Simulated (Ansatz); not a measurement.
`C[NH][SnH2][F]` + `C[S][Ge][SH]` → `C[S][Ge][S]C` + `[NH2][SnH2][F]`  (substitution at a C–N bond)

Gas-phase electronic energies from Ansatz, PBE0-D4/def2-TZVP geometries. CCSD(T)/CBS adds triple-zeta CCSD(T) − MP2 to the extrapolated MP2 energy (def2 sets, frozen cores). Functionals use def2-TZVPP. B3LYP here is the variant with VWN-RPA as its local correlation; programs differ in this. Elements past krypton have def2 core potentials. For Ge, Sn outer-core shells are correlated without core-valence functions, which leaves a few kJ/mol of doubt a bond. Scalar relativity is left out up to krypton. One conformer a species, not always the lowest.

`C[NH][SnH2][F]`:

```xyz
10

C     0.540   -1.323   -0.440
N     0.634    0.125   -0.470
Sn   -0.780    1.277    0.343
F    -0.801    1.000    2.260
H     1.181   -1.761   -1.212
H    -0.484   -1.633   -0.667
H     0.813   -1.772    0.523
H     1.578    0.448   -0.313
H    -2.303    0.725   -0.169
H    -0.377    2.914    0.146
```

`C[S][Ge][SH]`:

Cartesian coordinates in Å:
```
C 1.497 -0.390 0.481
S 0.111 0.669 -0.017
Ge -1.474 -0.836 -0.380
S -3.088 0.604 -0.977
H 1.815 -0.111 1.485
H 1.208 -1.442 0.477
H 2.324 -0.245 -0.214
H -2.394 1.750 -0.855
```

`C[S][Ge][S]C`:

Z-matrix (Å, degrees):
```
C
S 1 1.810
H 1 1.090 2 110.8
H 1 1.090 2 110.7 3 -121.6
H 1 1.090 2 107.1 3 119.2
Ge 2 2.224 1 109.4 3 60.6
S 6 2.223 2 98.9 1 0.1
C 7 1.815 6 100.2 2 -179.9
H 8 1.091 7 111.3 6 -0.3
H 8 1.090 7 109.0 6 -120.7
H 8 1.089 7 109.0 6 120.1
```

`[NH2][SnH2][F]`:

```xyz
7

N    -0.367   -0.864    0.887
Sn    0.448    0.306   -0.520
F    -0.737    1.792   -0.874
H    -0.490   -0.421    1.787
H    -1.242   -1.296    0.622
H     0.526   -0.540   -1.989
H     1.862    1.023    0.086
```

Question: Is it downhill or uphill in electronic energy at CCSD(T)/CBS, and by how much? (An estimate is asked.)

Answer: The calculation gave: Downhill: ΔE = -35.4 kJ/mol.

Question: What do these levels give: B3LYP-D4, ωB97M-V, PBE, PBE0, B3LYP, HF/def2-TZVPP, MP2/def2-TZVPP, CCSD/def2-TZVPP, CCSD(T)/def2-TZVPP, MP2/def2-QZVPP, SCS-MP2/def2-QZVPP, MP2/CBS(def2)? (Estimate.)

Answer: The calculation gave: B3LYP-D4 -33.3, ωB97M-V -33.9, PBE -33.7, PBE0 -33.1, B3LYP -29.6, HF/def2-TZVPP -24.0, MP2/def2-TZVPP -37.9, CCSD/def2-TZVPP -30.1, CCSD(T)/def2-TZVPP -32.8, MP2/def2-QZVPP -39.2, SCS-MP2/def2-QZVPP -34.9, MP2/CBS(def2) -40.5 kJ/mol.

Largest T1 diagnostic among the species: 0.014.

In def2-TZVPP, CCSD(T) changes the Hartree–Fock value by −8.8 kJ/mol (the triples alone add −2.7 kJ/mol) and MP2 by −13.9 kJ/mol. The D4 term adds −3.7 kJ/mol with B3LYP and −2.0 kJ/mol with PBE0; it sums over pairs of atoms, weighted by their polarisabilities, and B3LYP, whose exchange is more repulsive, gets the larger term.
